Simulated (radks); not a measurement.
Results of a calculation; reference values are marked as such.
Li II, 2 electrons, occupied as 1s1 2s1 (not the ground configuration).

Code: a radial shooting solver on a logarithmic mesh with Libxc functionals. Model: scalar-relativistic Kohn-Sham, SOGGA, spin-polarised, spherical densities, point nucleus; open shells are filled with parallel spins first.

Energy parts (eV):
part                    energy
total                 -137.678
kinetic                137.393
electron-nucleus      -289.084
Hartree                 43.824
exchange-correlation   -29.812

Orbitals (lengths in bohr, moments of r in powers of bohr; r(90%) holds 90 % of the orbital's charge):
orbital  occ.  eigenvalue (eV)  r(90%)   <r^4>
1s up       1         -89.5701   0.912  0.3217
2s up       1         -13.0673    3.79   86.78

The highest occupied level is 2s up at -13.067 eV. Summed over all electrons, <r^2> = 7.510 bohr^2, which gives a Langevin (diamagnetic) susceptibility term of -5.95 x 10^-6 cm^3/mol.
